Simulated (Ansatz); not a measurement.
F₆P−, SMILES `F[P-](F)(F)(F)(F)F`. The species carries charge -1 and has multiplicity 1. All single points use the PBE0-D4/def2-TZVPD geometry.

```xyz
7

F    -1.579   -0.115    0.336
P     0.000    0.000    0.000
F    -0.202   -0.968   -1.281
F     0.292   -1.292    0.930
F     0.202    0.968    1.281
F    -0.292    1.292   -0.930
F     1.579    0.115   -0.336
```

Give the Mulliken charges with B3LYP, r2SCAN, ωB97M-V in def2-TZVPPD. (Estimate.)

Computed: 
| atom | B3LYP | r2SCAN | ωB97M-V |
| --- | --- | --- | --- |
| F1 | -0.41 | -0.39 | -0.37 |
| P2 | 1.49 | 1.33 | 1.20 |
| F3 | -0.41 | -0.39 | -0.37 |
| F4 | -0.41 | -0.39 | -0.37 |
| F5 | -0.41 | -0.39 | -0.37 |
| F6 | -0.41 | -0.39 | -0.37 |
| F7 | -0.41 | -0.39 | -0.37 |

B3LYP here is the variant with VWN-RPA as its local correlation; programs differ in this.
